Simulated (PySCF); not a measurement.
These 3 structures share the formula C5H12BNO. Method used: PBE0-D3(BJ)/def2-SVP geometry optimisation, gas phase (PySCF 2.14.0). One conformer each; no zero-point energy, no entropy. No frequencies were run at this level. Point groups hold within 0.08 Å.

Question: Rank from lowest to highest electronic energy at this level (kcal/mol).
A. `[CH2:1]=[C:2]([CH3:3])[B:4]([OH:5])[N:6]([CH3:7])[CH3:8]` with C1–C2–B4–O5 90°, C2–B4–O5–H -5°
B. `[BH3-:1][N+:2]#[C:3][CH2:4][O:5][CH:6]([CH3:7])[CH3:8]` with C3–C4–O5–C6 -86°, C4–O5–C6–C7 -165°
C. `[H]/[N:8]=[CH:7]/[C@@H:6]1[O+:2]([BH3-:1])[CH2:3][CH2:4][CH2:5]1` with C5–C6–C7–N8 21°, B1–O2–C3–C4 162°, O2–C3–C4–C5 -37°, C3–C4–C5–C6 37°, C4–C5–C6–C7 93°

Answer: A (0.0), C (76.2), B (77.4).

As drawn, the lowest has an O–H bond and a B–O bond, which the highest lacks. Neighbours under 2.5 kcal/mol apart ([H]/N=C/[C@H]1CCC[O+]1[BH3-] and [BH3-][N+]#CCOC(C)C) can change places with a better method, another conformer or zero-point energy.

```
                      SMILES      E (Eh)  E rel (kcal/mol)  dipole (D)  point group       A, B, C (MHz)
             C=C(C)B(O)N(C)C  -351.99238               0.0        0.56            –    2820, 1422, 1191
[H]/N=C/[C@H]1CCC[O+]1[BH3-]  -351.87097              76.2        4.12           C1    2830, 1869, 1317
         [BH3-][N+]#CCOC(C)C  -351.86904              77.4        6.91           C1  4255, 975.8, 846.7
```

How do the relative energies change in single points at PBE0/pcSseg-1 (no added dispersion term) on the same geometries?

```tsv
SMILES	PBE0-D3(BJ)/def2-SVP (kcal/mol)	PBE0/pcSseg-1 (kcal/mol)	shift
C=C(C)B(O)N(C)C	0.0	0.0	0.0
[H]/N=C/[C@H]1CCC[O+]1[BH3-]	76.2	77.6	+1.4
[BH3-][N+]#CCOC(C)C	77.4	76.6	-0.8
```

Each column counts from its own lowest isomer. The lowest isomer stays, but the order above it changes; the largest shift is 1.4 kcal/mol.
